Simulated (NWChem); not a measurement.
C4H6O; SMILES C(O)CC#C

```xyz
11

C      0.5908    -2.2412     0.1053
C     -0.0971    -1.2619    -0.0542
C     -0.9358    -0.0772    -0.2319
C     -0.3459     1.2038     0.3925
O      0.9186     1.5610    -0.1310
H      1.2061    -3.1003     0.2454
H     -1.9279    -0.2520     0.2090
H     -1.1110     0.0967    -1.3048
H     -1.0810     2.0167     0.2728
H     -0.1891     1.0520     1.4643
H      0.8202     1.7079    -1.0847
```
Atoms are numbered in this order, from 1.

Program: NWChem. Pople sets run with spherical d functions. All runs use the structure optimised with B3LYP/6-31G* (spherical d). B3LYP is NWChem's, with the RPA form of VWN correlation. Level: B3LYP/6-31G* with SMD (1 M gas to 1 M solution), gas-phase geometry.

For solvent toluene:

* **solvation free energy (kcal/mol)**: -5.4
* **cavity-dispersion-structure term (kcal/mol)**: -1.4
* **dipole in solution (D)**: 2.15

**Question.** How do the values read with solvent water instead?

**Answer.** solvation free energy (kcal/mol): -6.9
cavity-dispersion-structure term (kcal/mol): 4.1
dipole in solution (D): 2.65
